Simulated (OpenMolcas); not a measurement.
**Si2H4F2 (SMILES F[SiH2][SiH2]F): methods side by side**

The species is Si2H4F2 (8 atoms), meant as a singlet with charge 0. As SMILES, `F[SiH2][SiH2]F`. The coordinates come from a PBE0-D4/def2-TZVP relaxation. This is one conformer, not always the lowest.

```xyz
8

F    -1.9348    1.2058   -0.2745
Si   -0.3578    1.1281    0.0124
Si    0.3586   -1.1096    0.0441
F     0.2810   -1.7420   -1.4288
H     0.3401    1.9142   -1.0370
H    -0.0998    1.7437    1.3416
H     1.7748   -1.1640    0.4954
H    -0.4771   -1.9419    0.9468
```

Quantity: the energy change with the Si3–H8 bond stretched from 1.485 to 1.708 Å, in eV. The values are calculated.

```json
{"level": "HF/6-31G* (spherical functions) (restricted)", "kind": "Hartree–Fock", "program": "OpenMolcas", "value (eV)": "0.41", "less CCSD(T)/6-31G*": "+0.10", "CPU time (all runs)": "20 s"}
{"level": "SVWN5/6-31G* (spherical functions) (restricted)", "kind": "LDA", "program": "OpenMolcas", "value (eV)": "0.26", "less CCSD(T)/6-31G*": "-0.05", "CPU time (all runs)": "53 s"}
{"level": "PBE/6-31G* (spherical functions) (restricted)", "kind": "GGA", "program": "OpenMolcas", "value (eV)": "0.26", "less CCSD(T)/6-31G*": "-0.05", "CPU time (all runs)": "70 s"}
{"level": "TPSS/6-31G* (spherical functions) (restricted)", "kind": "meta-GGA", "program": "OpenMolcas", "value (eV)": "0.32", "less CCSD(T)/6-31G*": "+0.01", "CPU time (all runs)": "80 s"}
{"level": "PBE0/6-31G* (spherical functions) (restricted)", "kind": "global hybrid", "program": "OpenMolcas", "value (eV)": "0.32", "less CCSD(T)/6-31G*": "+0.01", "CPU time (all runs)": "45 s"}
{"level": "B2PLYP/6-31G* (spherical functions) (restricted)", "kind": "double hybrid", "program": "OpenMolcas", "value (eV)": "0.34", "less CCSD(T)/6-31G*": "+0.03", "CPU time (all runs)": "44 s"}
{"level": "MP2/6-31G* (spherical functions) (restricted)", "kind": "perturbation theory", "program": "OpenMolcas", "value (eV)": "0.35", "less CCSD(T)/6-31G*": "+0.04", "CPU time (all runs)": "16 s"}
{"level": "CCSD(T)/6-31G* (spherical functions) (restricted)", "kind": "coupled cluster or CI", "program": "OpenMolcas", "value (eV)": "0.31", "less CCSD(T)/6-31G*": "0.00", "CPU time (all runs)": "64 s"}
```

CCSD(T)/6-31G* (spherical functions) (restricted) is the highest level here, not the true value. The first shape isn't each level's own minimum. The values span 0.26 to 0.41 eV. Times are those of the runs behind each value, whatever else they computed, on shared processors of several kinds: orders of magnitude only.
